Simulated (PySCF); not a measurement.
# r2SCAN on Ni³⁺ (nickel, charge +3)

Configuration: [Ar] 3d7, high-spin 4F determinant. All numbers are calculated (PySCF 2.14, scalar relativity by spin-free X2C-1e, in x2c-TZVPPall (6s5p4d2f1g, 64 functions)).

```
Total energy                        : -1518.262 hartree
One-electron energy                 : -2068.807 hartree
Hartree (Coulomb) energy            : 613.375 hartree
Exchange-correlation energy         : -62.830 hartree
⟨S²⟩                                : 3.7513
⟨L²⟩                                : 12.010
Sum of ⟨r⟩                          : 14.20 bohr
Sum of ⟨r²⟩                         : 12.92 bohr²
Langevin diamagnetic susceptibility : -10.2 ×10⁻⁶ cm³/mol
```

```json
{"shell": "1s α", "electrons": "1", "mean orbital energy (hartree)": "-303.97729", "spread (hartree)": "0", "rms radius, mean of both spins (bohr)": "0.0624"}
{"shell": "1s β", "electrons": "1", "mean orbital energy (hartree)": "-303.97640", "spread (hartree)": "0", "rms radius, mean of both spins (bohr)": "0.0624"}
{"shell": "2s α", "electrons": "1", "mean orbital energy (hartree)": "-37.94098", "spread (hartree)": "0", "rms radius, mean of both spins (bohr)": "0.265"}
{"shell": "2s β", "electrons": "1", "mean orbital energy (hartree)": "-37.85278", "spread (hartree)": "0", "rms radius, mean of both spins (bohr)": "0.265"}
{"shell": "2p α", "electrons": "3", "mean orbital energy (hartree)": "-32.78379", "spread (hartree)": "0", "rms radius, mean of both spins (bohr)": "0.238"}
{"shell": "2p β", "electrons": "3", "mean orbital energy (hartree)": "-32.71628", "spread (hartree)": "0.00005", "rms radius, mean of both spins (bohr)": "0.238"}
{"shell": "3s α", "electrons": "1", "mean orbital energy (hartree)": "-5.74011", "spread (hartree)": "0", "rms radius, mean of both spins (bohr)": "0.790"}
{"shell": "3s β", "electrons": "1", "mean orbital energy (hartree)": "-5.53762", "spread (hartree)": "0", "rms radius, mean of both spins (bohr)": "0.790"}
{"shell": "3p α", "electrons": "3", "mean orbital energy (hartree)": "-4.22003", "spread (hartree)": "0", "rms radius, mean of both spins (bohr)": "0.835"}
{"shell": "3p β", "electrons": "3", "mean orbital energy (hartree)": "-4.02548", "spread (hartree)": "0.00001", "rms radius, mean of both spins (bohr)": "0.835"}
{"shell": "3d α", "electrons": "5", "mean orbital energy (hartree)": "-1.79896", "spread (hartree)": "0.05987", "rms radius, mean of both spins (bohr)": "1.000"}
{"shell": "3d β", "electrons": "2", "mean orbital energy (hartree)": "-1.69344", "spread (hartree)": "0.00006", "rms radius, mean of both spins (bohr)": "1.000"}
```

Densities and radii are taken from the X2C orbitals without a picture-change correction, which distorts them close to the nucleus.
